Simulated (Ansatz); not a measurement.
Frontier orbitals of CH₄BFN₂ (`NC1(F)BN1`).

```xyz
9

N     1.009   -0.658    0.694
C    -0.201   -0.180    0.161
F    -1.241   -1.108    0.333
B    -0.572    1.286   -0.159
N    -0.222    0.409   -1.130
H     1.188   -1.615    0.406
H     0.989   -0.632    1.704
H    -0.921    2.394    0.060
H    -0.028    0.105   -2.069
```

Total charge 0; spin multiplicity 1. The structure was optimised at the PBE0-D4/def2-TZVP level. It is one conformer, not always the lowest. Basis def2-TZVPP, the Gaussian-basis code of Ansatz.

| functional | HOMO (eV) | LUMO (eV) | gap (eV) |
| --- | --- | --- | --- |
| PBE | -6.11 | -1.09 | 5.02 |
| r2SCAN | -6.44 | -0.72 | 5.72 |
| PBE0 | -7.69 | -0.08 | 7.61 |
| B3LYP | -7.42 | -0.34 | 7.08 |
| HSE06 (plane-wave form) | -7.28 | -0.47 | 6.81 |
| ωB97X-V | -10.21 | 2.09 | 12.30 |
| ωB97M-V | -10.13 | 1.81 | 11.94 |

A quarter of exact exchange (PBE0) shifts PBE's HOMO by −1.58 eV and its LUMO by +1.00 eV; full exchange at long range (ωB97M-V) shifts them by −4.02 and +2.89 eV. The gap opens from 5.02 to 11.93 eV, since occupied levels lose self-interaction and empty ones feel all the electrons. A positive LUMO is unbound and depends on the basis.

B3LYP here is the variant with VWN-RPA as its local correlation; programs differ in this.
